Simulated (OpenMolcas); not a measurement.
A calculation on Cr V.

```
Program             : OpenMolcas
Method              : SS-CASPT2, IPEA 0.25 Eh, imaginary shift 0.1 Eh (closed shells correlated: 3s 3p)
Basis               : ANO-RCC-VQZP [7s6p4d3f2g1h]
Scalar Hamiltonian  : DKH2, point nucleus
Active space        : 2 electrons in 10 orbitals (3d 4d)
State averaging     : 2S+1 = 3 even, 10 roots; 2S+1 = 1 even, 15 roots
Spin-orbit coupling : state interaction with AMFI integrals over the reference wave functions, term energies averaged over their components
```

Q: Which level of the active space comes out lowest?

A: 3d² ³F₂, with 100 % of that term; it is also the measured ground level.

Q: How high does 3d² ¹S₀ lie?

A: 51900 cm⁻¹ above the lowest level; measured 51146 cm⁻¹ above the ground level, so the calculation is off by +1 %.

Q: How high does 3d² ¹D₂ lie?

A: 12920 cm⁻¹ above the lowest level; measured 13188 cm⁻¹ above the ground level, so the calculation is off by -2 %.

Q: How high does 3d² ¹G₄ lie?

A: 22190 cm⁻¹ above the lowest level; measured 22019 cm⁻¹ above the ground level, so the calculation is off by +1 %.

Measured values: Sugar and Corliss, J. Phys. Chem. Ref. Data 6, 317 (1977).

Term energies are means over components that CASPT2 splits; among the terms shown or strongly mixed into the levels shown the widest spread is 930 cm-1 (3d² ³F). Active for correlation alone: 4d; no level in the range computed is led by a configuration that fills it, so any true level of that kind is missing. Measured partners are found by configuration, term and J. A level has none where our copy of the source lacks it or the pairing is in doubt (some pairs that miss far off the trend of their configuration count as doubtful), and it then counts in no deviation. Only configurations of the active space appear.
